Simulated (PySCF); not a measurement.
Peak assignment

Bonds (- single, = double, # triple, : aromatic): Cl1-Si2 2.001 Å, Si2-N3 1.750 Å, N3:C4 1.378 Å, C4:C5 1.358 Å, C5:N6 1.365 Å, N6:C7 1.293 Å, C7:N3 1.368 Å. Si2 carries H8, H9; C4 carries H10; C5 carries H11; C7 carries H12.

[PySCF 2.14: geometry from GFN2-xTB; shielding tensors at PBE0/pcSseg-1 (GIAO); one conformer; one averaged value for each set of equivalent atoms; relativity neglected; no solvent]

References, each an isolated molecule treated in the same way: 13C (σ = 186.93 ppm), 1H (σ = 31.72 ppm) against TMS.

Problem. Assign these signals to the numbered atoms. 13C{1H} NMR (computed): δ 142.0 (CH), 139.3 (CH), 123.6 (CH).

Solution. 
```tsv
δ (ppm)	atoms	environment	reason
142.0	C7	aromatic CH between two ring heteroatoms	–
139.3	C5	aromatic CH next to a ring nitrogen	–
123.6	C4	aromatic CH next to a ring nitrogen	–
```

Problem. Assign these signals to the numbered atoms. 1H NMR (400 MHz, computed): δ 7.56 (m, 1H), 7.31 (m, 1H), 7.11 (m, 1H), 5.74 (s, 2H).

Solution. 
7.56 → H11, hydrogen on an aromatic CH next to a ring nitrogen: the ring current deshields protons in the ring plane
7.31 → H12, hydrogen on an aromatic CH between two ring heteroatoms: ring-current deshielding
7.11 → H10, hydrogen on an aromatic CH next to a ring nitrogen: it sits in the deshielding region of the aromatic ring current
5.74 → H8/H9, hydrogen on a silicon bonded to Cl, N

Shifts are as computed. Against solution values, carbons near 30 ppm lie about +3 ppm off and those near 130 ppm about +5 ppm. Of 1211 compounds with measured shifts, 218 miss one by over three times the rms of a fit or turn the order of signals round; such compounds aren't used in these exercises. Multiplicities follow the n + 1 count of equivalent neighbours, as no J values were calculated; m marks all less simple cases, F and P coupling included.
